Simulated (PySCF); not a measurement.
C6H15OPSi.
Bonds: C1–C2, C2–P3, P3–O4 (double), P3–C5, C5–C6, C6–Si7, Si7–C8, C8–C9, P3–C9. Hydrogens: H10, H11, H12 on C1; H13, H14 on C2; H15, H16 on C5; H17, H18 on C6; H19, H20 on Si7; H21, H22 on C8; H23, H24 on C9.

NICS is the negative of the GIAO shielding at a point without a nucleus: at the ring centre (0) and 1 Å above and below it (1); zz is the component along the ring normal. Level: GIAO PBE0/pcSseg-1 (PySCF, non-relativistic, gas phase) on the GFN2-xTB geometry, one conformer.

Ring bond lengths (Å), with Mayer bond orders in brackets: P3–C5 1.838 (0.90), C5–C6 1.523 (1.03), C6–Si7 1.900 (0.91), Si7–C8 1.900 (0.91), C8–C9 1.523 (1.03), C9–P3 1.838 (0.90).

Task: Give the NICS values of each ring in ppm.

Result: 
| ring | type | NICS(0) | NICS(1), two faces | NICS(1)zz, two faces | rms pucker (Å) | centre to ring atoms, mean (Å) |
| --- | --- | --- | --- | --- | --- | --- |
| P3–C5–C6–Si7–C8–C9 | 6-membered ring with P and Si; formal bonds all single | -1.6 | -2.0 / -1.9 | 4.6 / 5.5 | 0.30 | 1.67 |

Task: What do they say, and how far can they be read as aromaticity?

Result: 
- P3–C5–C6–Si7–C8–C9: mean NICS(1)zz 5.0 ppm, deshielded. P3, C5, C6, Si7, C8, C9 have four or more neighbours, and the NICS criterion for π rings isn't applied.

Task: Give the inner angles of the rings and the Hirshfeld charges of the ring atoms.

Result: 
- P3–C5–C6–Si7–C8–C9: P3 105.4° (+0.432 e), C5 107.7° (-0.114 e), C6 110.5° (-0.159 e), Si7 108.3° (+0.339 e), C8 110.7° (-0.159 e), C9 107.6° (-0.114 e); sum 650.3° against 720° for a flat convex ring.

Task: What are the shieldings of the ring atoms and their hydrogens in the same run (means over atoms taken as equivalent)?

Result: 
```csv
atoms,environment,σ isotropic (ppm)
P3,phosphoryl phosphorus,304.5
C5 (×2),sp3 carbon bound to phosphorus,159.9
C6 (×2),sp3 carbon bound to silicon,182.9
Si7,SiH2 silicon,394.7
H15 (×2),methylene hydrogen,29.88
H16 (×2),methylene hydrogen,30.21
H17 (×2),methylene hydrogen,29.81
H18 (×2),methylene hydrogen,30.67
H19,Si–H hydrogen,27.72
H20,Si–H hydrogen,27.60
```
